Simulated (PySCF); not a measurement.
A side-by-side comparison of computed properties.

First species: CH10Si3.
InChI=1S/CH10Si3/c2-1-4-3/h1,4H2,2-3H3

Second species: CH10AlNSi2.
SMILES: `[CH3][AlH][N]([SiH3])[SiH3]`

Levels: PBE0/def2-SVPD for dipole moment, HOMO energy, LUMO energy, HOMO–LUMO gap, static isotropic polarisability and electronic spatial extent ⟨r²⟩ about the centre of nuclear charge; TDDFT PBE0/def2-SVPD for lowest singlet excitation; PBE0-D3(BJ)/def2-SVP for rotational constant A and rotational constant C. Geometries: PBE0-D3(BJ)/def2-SVP. Each structure is a single optimised conformer of the isolated species, non-relativistic unless stated. Electronic properties by PySCF.

Dipoles, sizes and rotational constants follow the conformer. The torsions of the flexible species, by atom-mapped SMILES:
- `[SiH3:1][CH2:2][SiH2:3][SiH3:4]`: Si1–C2–Si3–Si4 -54°
- `[CH3:1][AlH:2][N:3]([SiH3:4])[SiH3:5]`: C1–Al2–N3–Si4 -2°

| property | column X | column Y |
| --- | --- | --- |
| dipole moment | 1.00 D | 0.95 D |
| HOMO energy | -7.72 eV | -8.10 eV |
| LUMO energy | -0.77 eV | -0.14 eV |
| HOMO–LUMO gap | 6.95 eV | 7.96 eV |
| lowest singlet excitation | 5.88 eV | 6.82 eV |
| static isotropic polarisability | 101.1 au | 100.3 au |
| electronic spatial extent ⟨r²⟩ about the centre of nuclear charge | 1123 bohr² | 961 bohr² |
| rotational constant A | 3.065 GHz | 4.549 GHz |
| rotational constant C | 1.095 GHz | 1.322 GHz |

**Question.** Which column belongs to which species?

**Answer.** Column X is the second species and column Y the first. The first has 14 atoms and 58 electrons, the second 15 and 64.

**Question.** How does each property change from the first species to the second?

**Answer.** dipole moment +0.05 D; HOMO energy +0.38 eV; LUMO energy -0.63 eV; HOMO–LUMO gap -1.01 eV; lowest singlet excitation -0.94 eV; static isotropic polarisability +0.8 au; electronic spatial extent ⟨r²⟩ about the centre of nuclear charge +162 bohr²; rotational constant A -1.484 GHz; rotational constant C -0.227 GHz.

On the first: No computed singlet falls in the visible range (750 to 380 nm, 1.65 to 3.26 eV); S1 lies 3.56 eV above its blue end. S1 lies 1.14 eV below the HOMO–LUMO gap; its leading configuration is HOMO→LUMO, weight 0.95.

On the second: In atomic units the dipole is 0.39 e·bohr (1 au = 2.5417 D). No computed singlet falls in the visible range (750 to 380 nm, 1.65 to 3.26 eV); S1 lies 2.62 eV above its blue end.
